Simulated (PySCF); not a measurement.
Compound: C7H14O.
Geometry (GFN2-xTB, Å), atoms numbered from 1 in this order:
```
atom  x, y, z in Å
C1     3.0417   -0.2557    0.0694
O2     1.8655   -0.6156    0.7431
C3     0.6659   -0.3824    0.0241
C4     0.2788    1.1005   -0.0208
C5    -1.0637    1.2823   -0.7224
C6    -2.1531    0.4794   -0.0191
C7    -1.7753   -0.9978    0.0253
C8    -0.4321   -1.1848    0.7221
H9     3.0849   -0.7148   -0.9270
H10    3.8664   -0.6296    0.6740
H11    3.1427    0.8304   -0.0387
H12    0.7883   -0.7512   -1.0098
H13    1.0476    1.6737   -0.5434
H14    0.2187    1.4714    1.0046
H15   -0.9789    0.9463   -1.7591
H16   -1.3293    2.3415   -0.7348
H17   -3.1043    0.6069   -0.5402
H18   -2.2754    0.8518    1.0002
H19   -1.7138   -1.3869   -0.9940
H20   -2.5439   -1.5644    0.5544
H21   -0.4936   -0.8438    1.7566
H22   -0.1476   -2.2379    0.7349
```

Probes without a nucleus sit at each ring's centroid and 1 Å off its mean plane on both sides; NICS is minus the shielding there, NICSzz its component along the normal. Level: GIAO PBE0/pcSseg-1 (PySCF, non-relativistic, gas phase) on the GFN2-xTB geometry, one conformer.

Ring bond lengths (Å), with Mayer bond orders in brackets: C3–C4 1.533 (1.00), C4–C5 1.526 (1.03), C5–C6 1.525 (1.04), C6–C7 1.525 (1.03), C7–C8 1.525 (1.03), C8–C3 1.529 (1.01).

Give the NICS values of each ring in ppm.

| ring | type | NICS(0) | NICS(1), two faces | NICS(1)zz, two faces | rms pucker (Å) | centre to ring atoms, mean (Å) |
| --- | --- | --- | --- | --- | --- | --- |
| C3–C4–C5–C6–C7–C8 | 6-membered carbocycle; formal bonds all single | -3.3 | -3.4 / -2.4 | 1.6 / 3.0 | 0.24 | 1.47 |

What can be read from them?

- C3–C4–C5–C6–C7–C8: mean NICS(1)zz 2.3 ppm, near zero. C3, C4, C5, C6, C7, C8 have four or more neighbours; no verdict on aromaticity is drawn.

Give the inner angles of the rings and the Hirshfeld charges of the ring atoms.

- C3–C4–C5–C6–C7–C8: C3 109.9° (+0.045 e), C4 110.5° (-0.081 e), C5 110.7° (-0.068 e), C6 110.3° (-0.070 e), C7 110.5° (-0.068 e), C8 111.1° (-0.078 e); sum 663.0° against 720° for a flat convex ring.

How shielded are the nuclei of the rings and their hydrogens (means over atoms taken as equivalent)?

```
   atoms                 environment  σ isotropic (ppm)
      C3  sp3 carbon bound to oxygen              102.2
 C4 (×2)             ring CH2 carbon              151.3
 C5 (×2)             ring CH2 carbon              158.2
      C6             ring CH2 carbon              157.0
     H12            methine hydrogen              28.85
H13 (×2)          methylene hydrogen              29.59
H14 (×2)          methylene hydrogen              30.66
H15 (×2)          methylene hydrogen              30.56
H16 (×2)          methylene hydrogen              29.91
     H17          methylene hydrogen              30.08
     H18          methylene hydrogen              30.65
```

The run took 40 s on one thread, Arm Neoverse V1, shared host. This is the whole shielding run at PBE0/pcSseg-1, SCF included.
